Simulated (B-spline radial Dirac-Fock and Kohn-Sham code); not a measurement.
# Core-level shifts of zirconium with charge state

Level of theory: ΔSCF Dirac-Fock with Breit, self-energy and vacuum polarisation, finite nucleus, configuration average; an atomic code on a B-spline grid. Each ion is free and in its tabulated ground configuration. The model has no electron correlation.

Reference: Zr²²⁺, [Ne] 3s2 3p6, with 1s 18945.2 eV, 2s 3468.8 eV. Shifts from it, in eV (a dash: the subshell is empty, belongs to an open shell averaged over j, or its hole state is left out as unreliable):

```csv
ion,configuration,1s,2s
Zr²³⁺,[Ne] 3s2 3p5,+83.7,+73.1
Zr²⁴⁺,[Ne] 3s2 3p4,+169.3,+147.5
Zr²⁵⁺,[Ne] 3s2 3p3,+256.8,+223.3
Zr²⁶⁺,[Ne] 3s2 3p2,+346.1,+300.4
Zr²⁷⁺,[Ne] 3s2 3p1,+437.3,+378.8
Zr²⁸⁺,[Ne] 3s2,+530.3,+458.6
Zr²⁹⁺,[Ne] 3s1,–,–
Zr³⁰⁺,[He] 2s2 2p6,+709.8,+611.0
Zr³¹⁺,[He] 2s2 2p5,+935.7,+756.0
Zr³²⁺,[He] 2s2 2p4,+1166.1,+903.2
```

Values without a named source are computed, but for edge energies of neutral atoms, which are taken from tables.
